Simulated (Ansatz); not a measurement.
## Ansatz (development build ahead of 0.2.0) run

```yaml
crystal:
  periodic: [false, false, false]
  atoms:
    - { symbol: Bi, position_ang: [0.0, 0.0, 0.0] }
basis:
  gaussian: { orbitals: def2-TZVPP }
magnetization:
  spin_polarized: true
  initial_magnetization: 3
hamiltonian:
  xc: pbe0
```

The input is written out in the form of the current development build from the run's settings. The basis set brings a core potential for Bi, so the total leaves out those core electrons.

Results

```json
{
 "Converged": "yes",
 "Total energy": "-214.61764 hartree",
 "Spin squared of the determinant": "3.752",
 "Stability test": "minimum"
}
```
